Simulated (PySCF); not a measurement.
C3H10MgSeSi (SMILES C[Si](C)(C)[Mg][SeH]), singlet, geometry from GFN2-xTB (such geometries of metal compounds can be far from the true shape); DF-R2SCAN/pcseg-0 run with PySCF.

The PySCF input:
```python
from pyscf import gto, scf, dft

mol = gto.M(
    atom='''
Mg   -0.02742195    0.47467911    0.96456118
Se   -1.00409872    2.33141264   -0.41408745
H    -1.35880348    3.50730469    0.28738651
Si    0.75214851   -1.76127681    0.27940854
C    -0.73928200   -2.48201399   -0.68932521
C     1.35310098   -3.07188542    1.54456855
C     2.16383571   -1.42659137   -0.97707517
H    -0.48039897   -3.37383214   -1.25501404
H    -1.55350076   -2.74554396   -0.01573296
H    -1.12171399   -1.74315149   -1.39468457
H     0.57574525   -3.30828155    2.26575123
H     2.21965851   -2.71797513    2.09577134
H     1.63417645   -3.99727136    1.04816178
H     3.06282838   -1.07518736   -0.47341754
H     1.86131273   -0.65667537   -1.68784705
H     2.43310819   -2.31274500   -1.54686444
''',
    basis='pcseg-0',
    verbose=4,
    max_memory=1800,
)

mf = dft.RKS(mol)
mf.xc = 'r2scan'
mf = mf.density_fit(auxbasis='def2-universal-jkfit')
mf.kernel()
```

**Question.** Write the output that PySCF gives for this input, abridged.

**Answer.** 
```
PySCF version 2.14.0

[INPUT] verbose = 4
[INPUT] num. atoms = 16
[INPUT] num. electrons = 88
[INPUT] charge = 0
[INPUT] spin (= nelec alpha-beta = 2S) = 0
[INPUT] symmetry False subgroup None
[INPUT] Mole.unit = angstrom
[INPUT] Symbol           X                Y                Z      unit          X                Y                Z       unit  Magmom
[INPUT]  1 Mg    -0.027421950000   0.474679110000   0.964561180000 AA   -0.051819975302   0.897013514952   1.822756460587 Bohr   0.0
[INPUT]  2 Se    -1.004098720000   2.331412640000  -0.414087450000 AA   -1.897471582826   4.405731372949  -0.782511872120 Bohr   0.0
[INPUT]  3 H     -1.358803480000   3.507304690000   0.287386510000 AA   -2.567766434306   6.627845299503   0.543081795795 Bohr   0.0
[INPUT]  4 Si     0.752148510000  -1.761276810000   0.279408540000 AA    1.421354688900  -3.328330800448   0.528005617465 Bohr   0.0
[INPUT]  5 C     -0.739282000000  -2.482013990000  -0.689325210000 AA   -1.397040508821  -4.690326678439  -1.302635857658 Bohr   0.0
[INPUT]  6 C      1.353100980000  -3.071885420000   1.544568550000 AA    2.556990271081  -5.805022129845   2.918811540117 Bohr   0.0
[INPUT]  7 C      2.163835710000  -1.426591370000  -0.977075170000 AA    4.089056870454  -2.695866980968  -1.846404474413 Bohr   0.0
[INPUT]  8 H     -0.480398970000  -3.373832140000  -1.255014040000 AA   -0.907822483823  -6.375618734855  -2.371632818084 Bohr   0.0
[INPUT]  9 H     -1.553500760000  -2.745543960000  -0.015732960000 AA   -2.935690970704  -5.188326147354  -0.029730985529 Bohr   0.0
[INPUT] 10 H     -1.121713990000  -1.743151490000  -1.394684570000 AA   -2.119732231193  -3.294078909728  -2.635571867457 Bohr   0.0
[INPUT] 11 H      0.575745250000  -3.308281550000   2.265751230000 AA    1.088000840019  -6.251746072452   4.281649291096 Bohr   0.0
[INPUT] 12 H      2.219658510000  -2.717975130000   2.095771340000 AA    4.194546673960  -5.136228609079   3.960433852313 Bohr   0.0
[INPUT] 13 H      1.634176450000  -3.997271360000   1.048161780000 AA    3.088145929714  -7.553748115968   1.980738698437 Bohr   0.0
[INPUT] 14 H      3.062828380000  -1.075187360000  -0.473417540000 AA    5.787906804745  -2.031809642994  -0.894629493165 Bohr   0.0
[INPUT] 15 H      1.861312730000  -0.656675370000  -1.687847050000 AA    3.517371291867  -1.240936602047  -3.189568664655 Bohr   0.0
[INPUT] 16 H      2.433108190000  -2.312745000000  -1.546864440000 AA    4.597908110536  -4.370454645957  -2.923150143429 Bohr   0.0

nuclear repulsion = 496.51589618908
number of shells = 23
number of NR pGTOs = 181
number of NR cGTOs = 92
basis = pcseg-0
ecp = {}

******** <class 'pyscf.df.df_jk.DFRKS'> ********
method = DFRKS
initial guess = minao
damping factor = 0
level_shift factor = 0
DIIS = <class 'pyscf.scf.diis.CDIIS'>
diis_start_cycle = 1
diis_space = 8
diis_damp = 0
SCF conv_tol = 1e-09
SCF conv_tol_grad = None
SCF max_cycles = 50
direct_scf = False
XC library pyscf.dft.libxc version 7.1.2
    S. Lehtola, C. Steigemann, M. J. T. Oliveira, and M. A. L. Marques,  SoftwareX 7, 1–5 (2018)
XC functionals = r2scan
    J. W. Furness, A. D. Kaplan, J. Ning, J. P. Perdew, and J. Sun,  J. Phys. Chem. Lett. 11, 8208–8215 (2020)
    J. W. Furness, A. D. Kaplan, J. Ning, J. P. Perdew, and J. Sun,  J. Phys. Chem. Lett. 11, 9248–9248 (2020)
    J. W. Furness, A. D. Kaplan, J. Ning, J. P. Perdew, and J. Sun,  J. Phys. Chem. Lett. 11, 8208–8215 (2020)
    J. W. Furness, A. D. Kaplan, J. Ning, J. P. Perdew, and J. Sun,  J. Phys. Chem. Lett. 11, 9248–9248 (2020)
radial grids:
    Treutler-Ahlrichs [JCP 102, 346 (1995); DOI:10.1063/1.469408] (M4) radial grids

becke partition: Becke, JCP 88, 2547 (1988); DOI:10.1063/1.454033
pruning grids: <function nwchem_prune>
grids dens level: 3
symmetrized grids: False
atomic radii adjust function: <function treutler_atomic_radii_adjust>
small_rho_cutoff = 0
Set gradient conv threshold to 3.16228e-05
Initial guess from minao.
tot grids = 198624
init E= -3005.91696302073
  HOMO = -0.263687212429812  LUMO = -0.0935655324324727  gap/eV = 4.62925
cycle= 1 E= -3007.40783525585  delta_E= -1.49  |g|= 0.568  |ddm|= 4.03
  HOMO = -0.135442351432025  LUMO = -0.0760502651829802  gap/eV = 1.61614
cycle= 2 E= -3007.29772611583  delta_E= 0.11  |g|= 0.796  |ddm|= 2.11
  HOMO = -0.195230401418683  LUMO = -0.06335328074985  gap/eV = 3.58856
cycle= 3 E= -3007.51059767101  delta_E= -0.213  |g|= 0.0521  |ddm|= 1.39
  HOMO = -0.183746763222117  LUMO = -0.0735583679844338  gap/eV = 2.99838
cycle= 4 E= -3007.51193631306  delta_E= -0.00134  |g|= 0.0321  |ddm|= 0.227
  HOMO = -0.187884045356613  LUMO = -0.0731722269063022  gap/eV = 3.12147
cycle= 5 E= -3007.5123295402  delta_E= -0.000393  |g|= 0.0056  |ddm|= 0.0656
  HOMO = -0.187591057050479  LUMO = -0.0727302080761301  gap/eV = 3.12552
cycle= 6 E= -3007.51234277605  delta_E= -1.32e-05  |g|= 0.00149  |ddm|= 0.0151
  HOMO = -0.187751221357867  LUMO = -0.0728178367565315  gap/eV = 3.12750
cycle= 7 E= -3007.5123434475  delta_E= -6.71e-07  |g|= 0.00057  |ddm|= 0.00349
  HOMO = -0.187842550911125  LUMO = -0.0728390516795188  gap/eV = 3.12940
cycle= 8 E= -3007.51234355199  delta_E= -1.04e-07  |g|= 9.99e-05  |ddm|= 0.00116
  HOMO = -0.187833017996938  LUMO = -0.0728459717984447  gap/eV = 3.12896
cycle= 9 E= -3007.51234355603  delta_E= -4.04e-09  |g|= 1.93e-05  |ddm|= 0.000276
  HOMO = -0.18783261856289  LUMO = -0.0728468239164062  gap/eV = 3.12892
cycle= 10 E= -3007.51234355619  delta_E= -1.61e-10  |g|= 3.52e-06  |ddm|= 6.48e-05
  HOMO = -0.187833427496121  LUMO = -0.0728469863627437  gap/eV = 3.12894
Extra cycle  E= -3007.51234355619  delta_E= -4.55e-12  |g|= 3.9e-06  |ddm|= 1.49e-05
converged SCF energy = -3007.51234355619
```
